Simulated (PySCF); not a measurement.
## Effect of structural changes

The calculation used quadratic response CAM-B3LYP/aug-cc-pVDZ first hyperpolarisability, Taylor convention, gas phase (PySCF). Geometry: PBE0-D3(BJ)/def2-SVP.

Each molecule in one low-energy conformer.

The calculation is non-relativistic, which matters for the atoms heavier than Zn.

Task: Order by norm of the vector part βᵢ = ⅓ Σⱼ (βᵢⱼⱼ + βⱼᵢⱼ + βⱼⱼᵢ) of the static first hyperpolarisability, lowest first.
A. Cc1ccc(C(=O)O)cc1
B. O=C(O)c1ccc(F)cc1
C. O=C(O)c1ccc(S)cc1
D. C=Cc1ccc(C(=O)O)cc1
E. O=C(O)c1ccc(Br)cc1

Result: A (335 au), B (416 au), D (436 au), E (504 au), C (822 au).

All values:
| molecule | change | static β vector norm (au) | static β HRS (au) | S1 (eV) |
| --- | --- | --- | --- | --- |
| O=C(O)c1ccc(F)cc1 | H on C replaced by F | 416 | 192 | 5.21 |
| O=C(O)c1ccc(S)cc1 | H on C replaced by SH | 822 | 390 | 4.85 |
| Cc1ccc(C(=O)O)cc1 | H on C replaced by CH3 | 335 | 170 | 5.09 |
| C=Cc1ccc(C(=O)O)cc1 | H on C replaced by vinyl | 436 | 228 | 4.69 |
| O=C(O)c1ccc(Br)cc1 | H on C replaced by Br | 504 | 240 | 5.07 |
